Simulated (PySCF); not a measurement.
BH3N, SMILES [BH]N, multiplicity 2. Atoms are numbered in the order given.

```xyz
5

B      0.2179     0.8296     0.0000
N     -0.0294    -0.5250     0.0000
H     -0.6245     1.6772     0.0000
H     -0.9582    -0.9287     0.0000
H      0.6993    -1.2215     0.0000
```
Charge 0, spin multiplicity 2.

Geometry optimised at r2SCAN-D4/def2-TZVP. The isomer is the one that the SMILES or the coordinates give; other isomers of the formula were not compared.

Method: TDA-M06-2X/def2-TZVPD in PySCF 2.14.0.

Vertical excitations. Isolated molecule, no solvent.

List the lowest excited states. (The exact figures need the calculation; the answer reports its results.)


```tsv
state	energy (eV)	λ (nm)	f	main pairs
root 1	2.83	438	0.011	α HOMO→LUMO+1 96 %
root 2	4.36	284	0.011	α HOMO→LUMO 95 %
root 3	5.38	230	0.032	α HOMO→LUMO+2 93 %
root 4	5.44	228	0.006	β HOMO→LUMO 95 %
root 5	5.86	211	0.045	α HOMO→LUMO+3 94 %
root 6	6.44	193	0.006	α HOMO−1→LUMO+1 57 %, β HOMO→LUMO+2 33 %
root 7	6.83	181	0.042	α HOMO→LUMO+4 63 %, α HOMO→LUMO+5 22 %
root 8	6.92	179	0.004	α HOMO→LUMO+5 38 %, α HOMO→LUMO+4 29 %, α HOMO→LUMO+8 12 %, β HOMO−1→LUMO 16 %
root 9	6.98	178	0.042	α HOMO→LUMO+5 21 %, β HOMO−1→LUMO 70 %
root 10	7.18	173	0.004	α HOMO→LUMO+6 96 %
```
Unrestricted roots are not spin-pure.
